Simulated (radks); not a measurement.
Results of a calculation; reference values are marked as such.
All-electron atom: Ge17+ in [Ne] 3s2 3p1 4f2 (not the ground configuration).

Level of theory: scalar-relativistic Kohn-Sham, LDA (Slater exchange, Perdew-Wang correlation), spin-polarised, spherical densities, finite nucleus; open shells are filled with parallel spins first; Fermi nuclear charge, rms radius 4.0742 fm (a radial shooting solver on a logarithmic mesh with Libxc functionals).

Energy parts (eV):
total: -52086.764
kinetic: 53113.233
electron-nucleus: -114941.401
Hartree: 11225.831
exchange-correlation: -1484.427

Orbitals (lengths in bohr, moments of r in powers of bohr):
orbital,occ.,eigenvalue (eV),<r^4>,<1/r>
1s up,1,-11649.84,0.00002283,32.34
1s down,1,-11648.64,0.00002282,32.34
2s up,1,-2048.126,0.004401,7.184
2s down,1,-2046.675,0.004381,7.188
2p up,3,-1883.279,0.003161,7.043
2p down,3,-1881.685,0.003147,7.045
3s up,1,-716.5098,0.1483,2.761
3s down,1,-708.3469,0.1474,2.768
3p up,1,-664.4532,0.1456,2.678
3p down,0,-656.4304,0.1445,2.686
4f up,2,-284.1496,1.316,1.241
4f down,0,-275.7834,1.384,1.232

The highest occupied level is 4f up at -284.15 eV. The configuration is held as typed, so some empty levels lie below it. The density falls to 0.001 e/bohr^3 at r = 1.96 bohr. The spin density at the nucleus is -4.320 e/bohr^3 (1s -1.573, 2s -1.181, 3s -1.566). Spin moment in Bohr magnetons: 3. The electron density at the nucleus is 3.219e+04 e/bohr^3 (large components only). Summed over all electrons, <r^2> = 3.162 bohr^2, which gives a Langevin (diamagnetic) susceptibility term of -2.5 x 10^-6 cm^3/mol.
